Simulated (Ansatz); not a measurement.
Cartesian coordinates in Å:
```
C 1.571 -0.198 0.574
C 0.347 0.363 -0.145
C 0.778 1.314 -1.254
C -0.553 1.091 0.844
N -0.432 -0.715 -0.775
Ge -1.606 -1.732 0.094
F -1.911 -3.132 -0.839
F -1.155 -2.268 1.662
F -3.114 -0.973 0.354
H 2.213 -0.742 -0.124
H 1.272 -0.885 1.370
H 2.165 0.605 1.019
H 1.399 0.796 -1.990
H 1.365 2.139 -0.845
H -0.094 1.723 -1.768
H -0.858 0.435 1.667
H -1.449 1.472 0.351
H -0.018 1.931 1.289
H 0.081 -1.223 -1.483
```

Total charge 0; spin multiplicity 1.

(1) List the PBE/def2-TZVPP orbital energies in eV (Ansatz 0.2.0). (Best estimate.)

Answers

(1) Ansatz gave: Occupied: -10806.39, -1339.53, -1192.97, -1192.96, -1192.93, -659.89, -659.82, -659.81, -381.15, -270.73, -269.08, -269.03, -268.96, -164.40, -115.89, -115.85, -115.77, -32.24, -32.21, -31.81, -31.63, -31.62, -29.54, -28.50, -28.40, -22.96, -19.59, -17.56, -17.41, -14.77, -14.04, -12.48, -11.98, -11.65, -11.51, -11.30, -10.83, -10.16, -10.09, -9.99, -9.95, -9.69, -9.61, -9.53, -9.40, -9.21, -9.17, -8.67, -8.41, -6.44. Lowest empty: -1.44, 0.00, 0.67, 1.01, 1.12, 1.29, 1.61, 1.77.
